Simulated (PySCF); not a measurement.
## C5H6ClF2O: g tensor and hyperfine couplings

Species: C5H6ClF2O (doublet state).
Structure used (GFN2-xTB), in Å, numbered top down from 1:
```xyz
15
C5H6ClF2O angstrom
C      2.2514    0.6429   -0.6691
O      0.8659    0.6027   -0.4217
C      0.4319   -0.5421    0.2347
C     -0.3790   -1.5099   -0.5065
C     -1.0700   -0.6825    0.4923
C     -2.0356    0.3930    0.0659
F     -1.9232    0.7272   -1.2260
F     -3.3124   -0.0131    0.2285
Cl    -1.8145    1.8775    1.0481
H      2.5607   -0.1752   -1.3275
H      2.4439    1.5958   -1.1570
H      2.8205    0.5831    0.2657
H      1.0853   -0.8673    1.0434
H     -0.5814   -1.5259   -1.5584
H     -1.3479   -1.0981    1.4542
```

The hyperfine couplings belong to this conformer and change with its torsions.

As a line formula: `CO[C@@H]1[CH][C@@H]1C(F)(F)Cl` [radical].

Theory: UKS B3LYP, pcH-1 on C Cl F H O, non-relativistic, mean-field spin-orbit, GIAO (PySCF). One conformer (not necessarily the lowest) at the GFN2-xTB geometry, without solvent, vibrations or thermal averaging. A GFN2-xTB geometry isn't a minimum of the functional, and hyperfine couplings can be far from their values at a DFT geometry. No stability test was run, so a lower SCF solution isn't excluded.

```
g1, g2, g3        : 2.00228, 2.00326, 2.00383
g_iso             : 2.00312
Form of g         : rhombic: the two nearest values differ by 36 % of g3 − g1
⟨S²⟩              : 0.7533 (exact 0.7500)
α and β electrons : 40, 39
Total energy      : -929.15071 Eh
```

Isotropic coupling and dipolar principal values T1 to T3, in G (MHz turned into gauss with g_iso; 10 G = 1 mT):

```json
{"atom": "C1", "isotope": "13C", "a_iso": "-0.3", "of which spin–orbit": "0.0", "T1": "-0.2", "T2": "-0.1", "T3": "0.3", "Mulliken spin population": "0.00"}
{"atom": "O2", "isotope": "17O", "a_iso": "-1.4", "of which spin–orbit": "0.0", "T1": "-7.3", "T2": "3.4", "T3": "3.9", "Mulliken spin population": "0.04"}
{"atom": "C3", "isotope": "13C", "a_iso": "-3.3", "of which spin–orbit": "0.0", "T1": "-2.1", "T2": "-0.3", "T3": "2.5", "Mulliken spin population": "-0.01"}
{"atom": "C4", "isotope": "13C", "a_iso": "98.8", "of which spin–orbit": "0.0", "T1": "-25.7", "T2": "-24.9", "T3": "50.5", "Mulliken spin population": "0.91"}
{"atom": "C5", "isotope": "13C", "a_iso": "-6.9", "of which spin–orbit": "0.0", "T1": "-2.5", "T2": "-0.5", "T3": "3.0", "Mulliken spin population": "-0.01"}
{"atom": "C6", "isotope": "13C", "a_iso": "9.7", "of which spin–orbit": "0.0", "T1": "-1.0", "T2": "-0.9", "T3": "1.9", "Mulliken spin population": "0.01"}
{"atom": "F7", "isotope": "19F", "a_iso": "2.5", "of which spin–orbit": "0.0", "T1": "-1.5", "T2": "-0.1", "T3": "1.7", "Mulliken spin population": "0.00"}
{"atom": "F8", "isotope": "19F", "a_iso": "2.2", "of which spin–orbit": "0.0", "T1": "-0.6", "T2": "0.1", "T3": "0.6", "Mulliken spin population": "0.00"}
{"atom": "Cl9", "isotope": "35Cl", "a_iso": "0.8", "of which spin–orbit": "0.0", "T1": "-1.1", "T2": "-1.0", "T3": "2.1", "Mulliken spin population": "0.01"}
{"atom": "H10", "isotope": "1H", "a_iso": "1.9", "of which spin–orbit": "0.0", "T1": "-0.7", "T2": "-0.6", "T3": "1.3", "Mulliken spin population": "0.00"}
{"atom": "H11", "isotope": "1H", "a_iso": "0.2", "of which spin–orbit": "0.0", "T1": "-0.4", "T2": "-0.4", "T3": "0.8", "Mulliken spin population": "0.00"}
{"atom": "H12", "isotope": "1H", "a_iso": "1.3", "of which spin–orbit": "0.0", "T1": "-0.5", "T2": "-0.4", "T3": "0.9", "Mulliken spin population": "0.00"}
{"atom": "H13", "isotope": "1H", "a_iso": "14.5", "of which spin–orbit": "0.0", "T1": "-2.3", "T2": "-1.1", "T3": "3.5", "Mulliken spin population": "0.02"}
{"atom": "H14", "isotope": "1H", "a_iso": "-7.3", "of which spin–orbit": "0.0", "T1": "-11.4", "T2": "-1.7", "T3": "13.1", "Mulliken spin population": "-0.02"}
{"atom": "H15", "isotope": "1H", "a_iso": "31.0", "of which spin–orbit": "0.0", "T1": "-2.5", "T2": "-1.2", "T3": "3.7", "Mulliken spin population": "0.04"}
```

The largest Mulliken spin population is on C4 (+0.91). The angles at C4 add up to 316.5°, so it is pyramidal.

Under fast tumbling the dipolar parts average out, and these isotropic splittings remain (the largest six): 1 × 1H (H15, I = 1/2, 2 lines) with 3.10 mT, 1 × 1H (H13, I = 1/2, 2 lines) with 1.45 mT, 1 × 1H (H14, I = 1/2, 2 lines) with 0.73 mT, 1 × 19F (F7, I = 1/2, 2 lines) with 0.25 mT, 1 × 19F (F8, I = 1/2, 2 lines) with 0.22 mT and 3 × 1H (H10/H11/H12, I = 1/2, 4 lines) with 0.11 mT.

Means are taken over nuclei equivalent by connectivity, which assumes that they swap fast.

Main isotope only: 35Cl (natural samples also hold 24 % 37Cl, magnetic too, which adds its own pattern).

The 13C coupling of C4 (277.0 MHz) shows only in satellite lines or after enrichment, since that isotope makes up about 1.07 % of natural carbon.

β density exceeds α density at some nuclei, such as C5 (-0.0172), C3 (-0.0082) and H14 (-0.0046), spin density in bohr⁻³. In a single determinant that takes different orbitals for the two spins, that is spin polarisation.

The run took 2.1 min wall (grids of density and orbitals included) on an Arm Neoverse V2 with one thread, shared host, and the process peaked at 0.97 GiB of memory.
